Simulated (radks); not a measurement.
Species: Br12+. Configuration: [Ar] 3d5. Calculated with a radial shooting solver on a logarithmic mesh with Libxc functionals: scalar-relativistic Kohn-Sham, exchange-only LDA, spin-polarised, spherical densities, point nucleus; open shells are filled with parallel spins first. Some entries of the table are withheld. Estimate them.

orbital,occ.,eigenvalue (hartree),<r> (bohr),<1/r> (bohr^-1)
1s up,1,-500.8900,0.04281,35.61
1s down,1,-500.8849,0.04281,35.61
2s up,1,-76.06746,0.1896,7.889
2s down,1,-75.77720,0.1892,7.909
2p up,3,-68.60558,0.1655,7.725
2p down,3,-68.38318,0.1650,7.743
3s up,1,-19.82737,0.5203,2.768
3s down,1,-19.41911,0.5233,2.746
3p up,3,(1),0.5200,2.650
3p down,3,(2),0.5238,2.626
3d up,5,-13.61353,0.4945,2.460
3d down,0,-13.16557,0.5006,2.438

Answer. 
(1) 3p up eigenvalue (hartree): -17.44188
(2) 3p down eigenvalue (hartree): -17.03283
